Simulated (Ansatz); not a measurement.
Consider the hydrogenolysis of the Sb–O bond: `C[O][SbH][CH](C)C` + H₂ → `C[CH](C)[SbH2]` + CH₃OH.

Program: Ansatz. Geometries: PBE0-D4/def2-TZVP. ΔE: electronic, gas phase. CCSD(T)/CBS adds triple-zeta CCSD(T) − MP2 to the extrapolated MP2 energy (def2 sets, frozen cores). This one scheme is used for every species. DFT in def2-TZVPP. def2 core potentials past Kr. For Sb outer-core shells are correlated without core-valence functions, which leaves a few kJ/mol of doubt a bond. One conformer a species, not always the lowest.

```
            species  B97M-V energy (Eh)
`C[O][SbH][CH](C)C`          -474.58834
                 H₂            -1.17250
   `C[CH](C)[SbH2]`          -360.01971
              CH₃OH          -115.74555
```

Problem. Work out ΔE.

Solution. ΔE = (-360.01971) + (-115.74555) − (-474.58834) − (-1.17250) = -0.00442 Eh = -0.12 eV. CCSD(T)/CBS gives -0.10 eV.

Largest T1 diagnostic among the species: 0.013.

From r2SCAN to r2SCAN0 (25 % exact exchange), in def2-TZVPP and without D4, ΔE moves by −0.11 eV. In def2-TZVPP, CCSD(T) changes the Hartree–Fock value by +0.23 eV (the triples alone add +0.07 eV) and MP2 by +0.32 eV. Leaving LDA and LC-ωPBE aside and taking each functional with its dispersion term where it has one, the values, not all of them listed here, spread over 0.24 eV, from PBE-QIDH to BLYP-D4.
